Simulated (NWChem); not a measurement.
System: MgBr₂; SMILES [Br][Mg][Br]

```xyz
3

Mg     0.0000     0.0000     0.1564
Br     2.3388     0.0000     0.1565
Br    -2.3388     0.0000     0.1565
```
Atoms are numbered in this order, from 1.

Computed with NWChem. Geometry optimised at B3LYP/6-31G*; all other runs use it. Pople sets run with spherical d functions. This build's default masses of Se (78.918 u) and Br (79.917 u) are each other's, which moves their modes by up to 0.6 %. Spin-orbit effects on the shieldings are missing.

| quantity | level | value |
|---|---|---|
| −ε(HOMO) (eV) | PBE0/def2-SVP | 8.36 |
| vertical, lowest excitation, singlet (eV) | PBE0/def2-SVPD, TDA | (withheld) |
| isotropic polarisability (bohr³), static | PBE0/def2-SVPD | 66.9 |
| absolute shielding σ Mg1 (ppm) | PBE0/pcSseg-1, GIAO | (withheld) |
| dipole (D) | B3LYP/6-31G* | (withheld) |
| highest harmonic frequency (cm⁻¹) | B3LYP/6-31G* | 521 |

Q: What belongs in the gaps?

A: 
- vertical, lowest excitation, singlet (eV), value: 5.24
- absolute shielding σ Mg1 (ppm), value: 488.3
- dipole (D), value: 0.00
